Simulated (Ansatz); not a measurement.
Process, species as SMILES: C[SiH2]B(O)O -> C[SiH]B(O)O + H atom (the H-Si bond at the site shown breaks; other sites are not compared here)
Structures are relaxed separately at B3LYP-D3(BJ)/def2-TZVP in Ansatz (an electronic-structure program), one conformer each, not searched for the lowest.

Quantity: bond dissociation energy (electronic energy difference), in kcal/mol. Cores are frozen in the correlated levels unless marked. UHF or UKS for open shells. Spin-orbit coupling is left out. No relativistic terms. Basis-set limits of correlation are two-point, X^-3; Hartree-Fock from the larger set.

| level | program | bond dissociation energy (kcal/mol) |
|---|---|---|
| HF/STO-3G | Ansatz | 105.8 |
| HF/cc-pV(D+d)Z | Ansatz | 72.7 |
| HF/cc-pV(T+d)Z | Ansatz | 73.1 |
| HF/cc-pV(Q+d)Z | Ansatz | 73.3 |
| PBE0-D4/def2-TZVPD | Ansatz + dftd4 | 87.4 |
| HSE06/def2-TZVPD | Ansatz | 87.3 |
| B2PLYP/def2-TZVPD | Ansatz | 90.4 |

Question: What does CCSD(T)/CBS(cc-pV(T+d)Z,cc-pV(Q+d)Z) (Ansatz) give?

Answer: 93.1 kcal/mol
